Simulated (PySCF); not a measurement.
**RbSi⁺ at PBE0**

Computed with PBE0; Rb def2-SVPD with ECP28, Si def2-SVPD; scalar-relativistic core potentials (PySCF 2.14).

- state: ³Π (triplet), unpaired electrons σ ↑, π ↑
- bond length: 3.850 Å
- harmonic wavenumber: 78.6 cm⁻¹
- force constant: 0.0767 mdyn/Å
- rotational constant Be: 0.05405 cm⁻¹
- anharmonicity ωexe: 0.769 cm⁻¹
- vibration–rotation constant αe: 0.000641 cm⁻¹
- well depth De to Rb⁺ + Si: 28 kJ/mol
- dissociation energy D0: 28 kJ/mol
- bond order (Mayer): 0.15
- dipole moment (positive dipole points towards Si; it is taken about the centre of mass and depends on that origin): -2.48 D

The bond is weak. Basis-set superposition, not corrected here, can be much of De in a small basis, most of all at correlated wavefunction levels. Spin–orbit coupling is left out. For an ion De counts to the pair picked by the measured ionisation energies or electron affinities, which need not be the lowest pair at this level. The state was picked by a PBE0 search and need not be the measured ground state.
